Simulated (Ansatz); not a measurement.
1-ethyl-3-methylimidazolium iodide, `CCn1cc[n+](C)c1.[I-]`. Charge 0, multiplicity 1. Geometry PBE-D4/def2-SVP, basis def2-TZVP, Ansatz.

```xyz
20

C     1.8348   -1.3508   -1.5822
C     0.9871   -0.1006   -1.7997
N    -0.0769    0.0381   -0.8010
C    -1.1138   -0.8595   -0.5852
C    -1.7863   -0.4418    0.5342
N    -1.1627    0.7123    0.9876
C    -1.3752    1.3611    2.2688
C    -0.0572    0.9300    0.2240
H     2.6534   -1.3782   -2.3282
H     1.2354   -2.2758   -1.7013
H     2.2730   -1.3337   -0.5625
H     1.6139    0.8083   -1.7158
H     0.5163   -0.0882   -2.8056
H    -1.2935   -1.7112   -1.2467
H    -2.6608   -0.8613    1.0393
H    -2.3202    0.9970    2.7096
H    -1.4323    2.4593    2.1418
H    -0.5063    1.1098    2.9228
H     0.5464    1.8396    0.2455
I     2.1250    0.1455    2.0546
```

```tsv
run	HOMO (eV)	LUMO (eV)
A	-7.27	1.24
B	-6.34	0.22
C	-5.25	-0.78
D	-4.53	-1.48
E	-4.33	-1.62
```

In the def2 sets I takes a core potential; there is no spin–orbit coupling. In the singlet geometry the species has come apart into loosely held pieces.

Task: The runs used CAM-B3LYP, PBE, PBE0, r2SCAN, ωB97X-V. Estimate which is which.

Result: A ωB97X-V (range-separated); B CAM-B3LYP (range-separated); C PBE0 (25 % exact exchange); D r2SCAN (0 % exact exchange); E PBE (0 % exact exchange). Exact exchange lowers occupied and raises empty levels; among semilocal functionals meta-GGAs tend to open the gap a little, and such runs are hard to tell apart. The gap grows from 2.71 eV (PBE) to 8.51 eV (ωB97X-V).
